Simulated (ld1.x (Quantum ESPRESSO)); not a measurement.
**Building the TM potential for Lu (PBE, scalar-relativistic).**

The input file (ld1.x (Quantum ESPRESSO) 7.5):

```
&input
   title='Lu', zed=71., rel=1, dft='PBE', iswitch=3,
   config='[Xe] 4f14 5d1 6s2 6p0',
   nld=4, rlderiv=1.95, eminld=-6.0, emaxld=5.0, deld=0.02
 /
 &inputp
   pseudotype=2, tm=.true., lloc=0,
   nlcc=.true., new_core_ps=.true., rcore=0.70,
   file_pseudopw='Lu.UPF', file_wfcaegen='ae.wfc', file_wfcncgen='nc.wfc', file_beta='beta', file_chi='chi'
 /
4
5P  2  1   6.00   0.00  1.70  1.70  0.0
5D  3  2   1.00   0.00  1.80  1.80  0.0
4F  4  3  14.00   0.00  1.05  1.05  0.0
5S  1  0   2.00   0.00  1.45  1.45  0.0
 &test
   configts(1)='4f14 5s2 5p6 5d1 6s2 6p0'
 /
```

Command:

```bash
ld1.x < Lu.in > Lu.out
```

Output (shortened: banner, matrices, multipoles, cross overlaps and the repeated all-electron block are left out):

```
Program LD1 v.7.5
     --------------------------- All-electron run ----------------------------

     Lu
     scalar relativistic calculation

     atomic number is 71.00
     dft =PBE   lsd =0 sic =0 latt =0  beta=0.20 tr2=1.0E-14
     Exchange-correlation= PBE
                           (   1   4   3   4   0   0   0)
     mesh =1271 r(mesh) = 100.71756 a.u. xmin = -7.00 dx = 0.01250
     1 Ry =  13.60569312 eV, c = 137.03599908

     n l     nl                  e(Ry)          e(Ha)          e(eV)
     1 0     1S 1( 2.00)     -4648.5360     -2324.2680    -63246.5547
     2 0     2S 1( 2.00)      -791.2845      -395.6422    -10765.9736
     2 1     2P 1( 6.00)      -696.0548      -348.0274     -9470.3078
     3 0     3S 1( 2.00)      -179.3236       -89.6618     -2439.8215
     3 1     3P 1( 6.00)      -150.7516       -75.3758     -2051.0794
     4 0     4S 1( 2.00)       -35.6988       -17.8494      -485.7065
     4 1     4P 1( 6.00)       -26.3256       -13.1628      -358.1779
     3 2     3D 1(10.00)      -116.4756       -58.2378     -1584.7315
     5 0     5S 1( 2.00)        -4.4877        -2.2439       -61.0585
     5 1     5P 1( 6.00)        -2.3270        -1.1635       -31.6611
     4 2     4D 1(10.00)       -14.1055        -7.0527      -191.9148
     4 3     4F 1(14.00)        -0.7073        -0.3537        -9.6238
     5 2     5D 1( 1.00)        -0.1286        -0.0643        -1.7493
     6 0     6S 1( 2.00)        -0.3424        -0.1712        -4.6591
     6 1     6P 1( 0.00)        -0.0988        -0.0494        -1.3448

     final scf error:  8.2E-15 reached in  37 iterations

     Etot =  -29126.697659 Ry,  -14563.348830 Ha, -396288.910041 eV

     Ekin =   31830.985536 Ry,   15915.492768 Ha,  433082.621009 eV
     Encl =  -71781.075823 Ry,  -35890.537911 Ha, -976631.289684 eV
     Eh   =   11423.681959 Ry,    5711.840979 Ha,  155427.111063 eV
     Exc  =    -600.289331 Ry,    -300.144666 Ha,   -8167.352428 eV

     normalization and overlap integrals

     s(1S/1S) =  1.000000  <r> =   0.0193  <r2> =    0.0005  r(max) =   0.0121
     s(2S/2S) =  1.000000  <r> =   0.0818  <r2> =    0.0079  r(max) =   0.0689
     s(2P/2P) =  1.000000  <r> =   0.0729  <r2> =    0.0065  r(max) =   0.0564
     s(3S/3S) =  1.000000  <r> =   0.2126  <r2> =    0.0517  r(max) =   0.1969
     s(3P/3P) =  1.000000  <r> =   0.2123  <r2> =    0.0523  r(max) =   0.1920
     s(4S/4S) =  1.000000  <r> =   0.4779  <r2> =    0.2579  r(max) =   0.4437
     s(4P/4P) =  1.000000  <r> =   0.5078  <r2> =    0.2935  r(max) =   0.4664
     s(3D/3D) =  1.000000  <r> =   0.1925  <r2> =    0.0434  r(max) =   0.1572
     s(5S/5S) =  1.000000  <r> =   1.1711  <r2> =    1.5453  r(max) =   1.0380
     s(5P/5P) =  1.000000  <r> =   1.3946  <r2> =    2.2180  r(max) =   1.1910
     s(4D/4D) =  1.000000  <r> =   0.5475  <r2> =    0.3481  r(max) =   0.4782
     s(4F/4F) =  1.000000  <r> =   0.7246  <r2> =    0.7011  r(max) =   0.4664
     s(5D/5D) =  1.000000  <r> =   2.9304  <r2> =   11.0633  r(max) =   1.8447
     s(6S/6S) =  1.000000  <r> =   3.6444  <r2> =   15.1664  r(max) =   3.0797
     s(6P/6P) =  1.000000  <r> =   5.3952  <r2> =   33.9240  r(max) =   4.2623

     ------------------------ End of All-electron run ------------------------

     --------------------- Generating NC pseudopotential ---------------------

      Generating local pot.: lloc=0, matching radius rcloc =   1.4500

      Computing core charge for nlcc:

       r > 0.70 : true rho core
      Core charge pseudized with two Bessel functions
      Integrated core pseudo-charge :  28.54

      Wfc   5P  rcut= 1.711  Using Troullier-Martins method

      Wfc   5D  rcut= 1.799  Using Troullier-Martins method

      Wfc   4F  rcut= 1.038  Using Troullier-Martins method

     ------------------- End of pseudopotential generation -------------------

     Computing logarithmic derivative in   1.95148
     Computing logarithmic derivative in   1.95148
     Computing the partial wave expansion
       no projector for channel:   0
     R is outside the sphere for l=    1 j= 0.00
     R is outside the sphere for l=    2 j= 0.00
     R is outside the sphere for l=    3 j= 0.00

     ---------------------- Testing the pseudopotential ----------------------

     Lu
     scalar relativistic calculation

     atomic number is 71.00   valence charge is 25.00
     dft =PBE   lsd =0 sic =0 latt =0  beta=0.20 tr2=1.0E-14
     mesh =1271 r(mesh) = 100.71756 xmin = -7.00 dx = 0.01250

     n l     nl             e AE (Ry)        e PS (Ry)    De AE-PS (Ry)
     4 3     4F   1(14.00)       -0.70733       -0.70731       -0.00002
     1 0     5S   1( 2.00)       -4.48772       -4.48774        0.00002
     2 1     5P   1( 6.00)       -2.32704       -2.32706        0.00001
     3 2     5D   1( 1.00)       -0.12857       -0.12856       -0.00001
     2 0     6S   1( 2.00)       -0.34244       -0.35482        0.01238  !
     3 1     6P   1( 0.00)       -0.09884       -0.09975        0.00091

     eps = 9.6E-15  iter = 19

     Etot =  -29126.697659 Ry,  -14563.348830 Ha, -396288.910041 eV
     Etotps =  -656.081990 Ry,    -328.040995 Ha,   -8926.450220 eV

     Ekin =     634.080492 Ry,     317.040246 Ha,    8627.104593 eV
     Encl =   -1051.133707 Ry,    -525.566853 Ha,  -14301.402648 eV
     Ehrt =     515.786242 Ry,     257.893121 Ha,    7017.629326 eV
     Ecxc =    -184.637861 Ry,     -92.318931 Ha,   -2512.126080 eV
     (Ecc =    -114.533847 Ry,     -57.266924 Ha,   -1558.312379 eV)
     Epseu=    -570.177156 Ry,    -285.088578 Ha,   -7757.655411 eV

     ---------------------- End of pseudopotential test ----------------------
```

ld1.x takes every shell without a wave as core, so the model core holds the 6s electrons as well and exchange and correlation see them twice. This cancels in the reference configuration, but the file is broken for other ones, and its errors say nothing about a proper core correction.

Generation and configuration tests took about 4.9 s on one core of a shared server CPU.

Transferability test of the new file with ld1.x, input:

```
&input
   title='Lu', zed=71., rel=1, dft='PBE', iswitch=2,
   config='[Xe] 4f14 5d1 6s2 6p0'
 /
 &test
   file_pseudo='Lu.UPF', nconf=8,
   configts(1)='4f14 5s2 5p6 5d1 6s2 6p0',
   configts(2)='4f14 5s2 5p6 5d1 6s1 6p0',
   configts(3)='4f14 5s2 5p6 5d1 6s0 6p0',
   configts(4)='4f14 5s2 5p6 5d0 6s0 6p0',
   configts(5)='4f13 5s2 5p6 5d2 6s2 6p0',
   configts(6)='4f13 5s2 5p6 5d0 6s0 6p0',
   configts(7)='4f14 5s2 5p6 5d1 6s0 6p1',
   configts(8)='4f14 5s2 5p5 5d1 6s2 6p0'
 /
```

```bash
ld1.x < Lu.test.in > Lu.test.out
```

Pseudopotential blocks of its output, shortened (energy terms left out; the distinct warnings before each block abridged to one line each):

```
     ---------------------- Testing the pseudopotential ----------------------

     n l     nl             e AE (Ry)        e PS (Ry)    De AE-PS (Ry)
     4 3     4F   1(14.00)       -0.70733       -0.70731       -0.00002
     1 0     5S   1( 2.00)       -4.48772       -4.48774        0.00002
     2 1     5P   1( 6.00)       -2.32704       -2.32706        0.00001
     3 2     5D   1( 1.00)       -0.12857       -0.12856       -0.00001
     2 0     6S   1( 2.00)       -0.34244       -0.35482        0.01238  !
     3 1     6P   1( 0.00)       -0.09884       -0.09975        0.00091

     eps = 3.9E-15  iter = 20

     Etot =  -29126.697659 Ry,  -14563.348830 Ha, -396288.910041 eV
     Etotps =  -656.081987 Ry,    -328.040994 Ha,   -8926.450180 eV

     ---------------------- End of pseudopotential test ----------------------

          ---------------------- Testing the pseudopotential ----------------------

     n l     nl             e AE (Ry)        e PS (Ry)    De AE-PS (Ry)
     4 3     4F   1(14.00)       -1.20018       -1.22154        0.02136  !
     1 0     5S   1( 2.00)       -4.98116       -5.00015        0.01899  !
     2 1     5P   1( 6.00)       -2.82057       -2.83859        0.01802  !
     3 2     5D   1( 1.00)       -0.57837       -0.59795        0.01958  !
     2 0     6S   1( 1.00)       -0.75043       -0.79035        0.03993  !
     3 1     6P   1( 0.00)       -0.44222       -0.46939        0.02717  !

     eps = 5.7E-15  iter = 18

     Etot =  -29126.156336 Ry,  -14563.078168 Ha, -396281.544964 eV
     Etotps =  -655.515173 Ry,    -327.757587 Ha,   -8918.738284 eV
     dEtot_ae =       0.541323 Ry
     dEtot_ps =       0.566814 Ry,   Delta E=      -0.025491 Ry

     ---------------------- End of pseudopotential test ----------------------

          ---------------------- Testing the pseudopotential ----------------------

     n l     nl             e AE (Ry)        e PS (Ry)    De AE-PS (Ry)
     4 3     4F   1(14.00)       -1.78679       -1.82919        0.04240  !
     1 0     5S   1( 2.00)       -5.56918       -5.60550        0.03632  !
     2 1     5P   1( 6.00)       -3.40536       -3.44019        0.03483  !
     3 2     5D   1( 1.00)       -1.10711       -1.14601        0.03890  !
     2 0     6S   1( 0.00)       -1.21097       -1.28131        0.07035  !
     3 1     6P   1( 0.00)       -0.83773       -0.89939        0.06167  !

     eps = 8.0E-15  iter = 15

     Etot =  -29125.180370 Ry,  -14562.590185 Ha, -396268.266269 eV
     Etotps =  -654.483059 Ry,    -327.241530 Ha,   -8904.695658 eV
     dEtot_ae =       1.517289 Ry
     dEtot_ps =       1.598928 Ry,   Delta E=      -0.081639 Ry

     ---------------------- End of pseudopotential test ----------------------

          ---------------------- Testing the pseudopotential ----------------------

     n l     nl             e AE (Ry)        e PS (Ry)    De AE-PS (Ry)
     4 3     4F   1(14.00)       -2.66105       -2.69590        0.03485  !
     1 0     5S   1( 2.00)       -6.44622       -6.48034        0.03412  !
     2 1     5P   1( 6.00)       -4.26010       -4.29455        0.03445  !
     3 2     5D   1( 0.00)       -1.84397       -1.88675        0.04278  !
     2 0     6S   1( 0.00)       -1.80314       -1.89922        0.09608  !
     3 1     6P   1( 0.00)       -1.33444       -1.43596        0.10152  !

     eps = 6.9E-16  iter = 12

     Etot =  -29123.713530 Ry,  -14561.856765 Ha, -396248.308891 eV
     Etotps =  -652.975537 Ry,    -326.487769 Ha,   -8884.184780 eV
     dEtot_ae =       2.984129 Ry
     dEtot_ps =       3.106450 Ry,   Delta E=      -0.122320 Ry

     ---------------------- End of pseudopotential test ----------------------

          BEWARE! Errors in PS-KS equations
     Warning: n=4, l=3 expected 0 nodes, found 1
     ---------------------- Testing the pseudopotential ----------------------

     n l     nl             e AE (Ry)        e PS (Ry)    De AE-PS (Ry)
     4 3     4F   1(13.00)       -1.23343       -1.25989        0.02645  !
     1 0     5S   1( 2.00)       -4.79016       -4.79089        0.00073
     2 1     5P   1( 6.00)       -2.56246       -2.55869       -0.00378
     3 2     5D   1( 2.00)       -0.20595       -0.19920       -0.00675  !
     2 0     6S   1( 2.00)       -0.36812       -0.38497        0.01685  !
     3 1     6P   1( 0.00)       -0.10219       -0.10400        0.00181

     eps = 2.9E-15  iter = 20

     Etot =  -29125.894740 Ry,  -14562.947370 Ha, -396277.985769 eV
     Etotps =  -655.267420 Ry,    -327.633710 Ha,   -8915.367425 eV
     dEtot_ae =       0.802919 Ry
     dEtot_ps =       0.814567 Ry,   Delta E=      -0.011648 Ry

     ---------------------- End of pseudopotential test ----------------------

          ---------------------- Testing the pseudopotential ----------------------

     n l     nl             e AE (Ry)        e PS (Ry)    De AE-PS (Ry)
     4 3     4F   1(13.00)       -4.23056       -4.28691        0.05636  !
     1 0     5S   1( 2.00)       -7.76785       -7.80179        0.03394  !
     2 1     5P   1( 6.00)       -5.48718       -5.51781        0.03063  !
     3 2     5D   1( 0.00)       -2.83959       -2.87077        0.03118  !
     2 0     6S   1( 0.00)       -2.55530       -2.67673        0.12143  !
     3 1     6P   1( 0.00)       -1.98742       -2.09762        0.11020  !

     eps = 2.0E-15  iter = 10

     Etot =  -29120.279998 Ry,  -14560.139999 Ha, -396201.593307 eV
     Etotps =  -649.500318 Ry,    -324.750159 Ha,   -8836.902015 eV
     dEtot_ae =       6.417662 Ry
     dEtot_ps =       6.581669 Ry,   Delta E=      -0.164007 Ry

     ---------------------- End of pseudopotential test ----------------------

          ---------------------- Testing the pseudopotential ----------------------

     n l     nl             e AE (Ry)        e PS (Ry)    De AE-PS (Ry)
     4 3     4F   1(14.00)       -1.30701       -1.33136        0.02435  !
     1 0     5S   1( 2.00)       -5.08955       -5.10894        0.01939  !
     2 1     5P   1( 6.00)       -2.92704       -2.94512        0.01808  !
     3 2     5D   1( 1.00)       -0.65993       -0.67871        0.01878  !
     2 0     6S   1( 0.00)       -0.81108       -0.85027        0.03919  !
     3 1     6P   1( 1.00)       -0.49521       -0.51579        0.02058  !

     eps = 6.4E-15  iter = 16

     Etot =  -29125.844210 Ry,  -14562.922105 Ha, -396277.298269 eV
     Etotps =  -655.187355 Ry,    -327.593678 Ha,   -8914.278093 eV
     dEtot_ae =       0.853450 Ry
     dEtot_ps =       0.894632 Ry,   Delta E=      -0.041182 Ry

     ---------------------- End of pseudopotential test ----------------------

          BEWARE! Errors in PS-KS equations
     ---------------------- Testing the pseudopotential ----------------------

     n l     nl             e AE (Ry)        e PS (Ry)    De AE-PS (Ry)
     4 3     4F   1(14.00)       -1.59787       -1.59407       -0.00380
     1 0     5S   1( 2.00)       -5.35678       -5.35892        0.00214
     2 1     5P   1( 5.00)       -3.15549       -3.15920        0.00371
     3 2     5D   1( 1.00)       -0.77506       -0.77959        0.00454
     2 0     6S   1( 2.00)       -0.85742       -0.88540        0.02798  !
     3 1     6P   1( 0.00)       -0.50432       -0.51812        0.01380  !

     eps = 5.3E-15  iter = 13

     Etot =  -29123.975205 Ry,  -14561.987602 Ha, -396251.869158 eV
     Etotps =  -653.353877 Ry,    -326.676939 Ha,   -8889.332357 eV
     dEtot_ae =       2.722455 Ry
     dEtot_ps =       2.728110 Ry,   Delta E=      -0.005655 Ry

     ---------------------- End of pseudopotential test ----------------------
```
